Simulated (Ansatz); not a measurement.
Geometry optimisation, Ansatz, RKS BHLYP-D4/def2-mTZVP.

The input (input.yaml):

```yaml
crystal:
  periodic: [false, false, false]
  atoms:
    - { symbol: C, position_ang: [-0.76268, -0.13186, -1.18727] }
    - { symbol: C, position_ang: [0.10676, -0.44947, -0.06463] }
    - { symbol: O, position_ang: [0.55569, -1.63677, 0.01385] }
    - { symbol: Al, position_ang: [0.55227, 1.05227, 1.32835] }
    - { symbol: H, position_ang: [-0.33521, 0.72699, -1.72435] }
    - { symbol: H, position_ang: [-1.70687, 0.26879, -0.79118] }
    - { symbol: H, position_ang: [-0.9436, -0.96775, -1.86339] }
    - { symbol: H, position_ang: [1.14006, -1.82348, 0.7821] }
    - { symbol: H, position_ang: [-0.08575, 2.41247, 1.05653] }
    - { symbol: H, position_ang: [1.47933, 0.5488, 2.45] }
total_charge: 1
basis:
  gaussian: { orbitals: def2-mTZVP }
hamiltonian:
  xc: { name: BHLYP }
  dispersion: d4
relax:
  f_tol: 0.02
  max_steps: 50
output:
  orbitals: {}
```

Run as:

```bash
$ ansatz run input.yaml --threads 2 --pin off --max-ram 3072MiB --backend cpu --events-out ev --progress --plain --runs-dir out
```

Task: Where does it end, and by what steps?

Result: The run converged. Limits of this set-up: the dipole of an ion depends on the origin. After 5 steps the energy has fallen by 0.064 eV; H10 moved furthest, 0.20 Å.

```json
{"step": "0", "energy less start (eV)": "0.0000", "largest force component (eV/Å)": "0.581", "accepted": "yes"}
{"step": "1", "energy less start (eV)": "-0.0545", "largest force component (eV/Å)": "0.191", "accepted": "yes"}
{"step": "2", "energy less start (eV)": "-0.0600", "largest force component (eV/Å)": "0.060", "accepted": "yes"}
{"step": "3", "energy less start (eV)": "-0.0622", "largest force component (eV/Å)": "0.072", "accepted": "yes"}
{"step": "4", "energy less start (eV)": "-0.0640", "largest force component (eV/Å)": "0.034", "accepted": "yes"}
{"step": "5", "energy less start (eV)": "-0.0642", "largest force component (eV/Å)": "0.019", "accepted": "yes"}
```

```xyz
10
Properties=species:S:1:pos:R:3
C -0.776 -0.151 -1.216
C 0.085 -0.366 -0.055
O 0.546 -1.545 0.045
Al 0.578 1.077 1.378
H -0.368 0.670 -1.804
H -1.743 0.211 -0.869
H -0.896 -1.035 -1.826
H 1.116 -1.689 0.813
H -0.050 2.471 1.139
H 1.507 0.356 2.395
```

The run took 16 s on 2 threads of Arm Neoverse V1, on a shared host, peak memory 0.2 GiB.
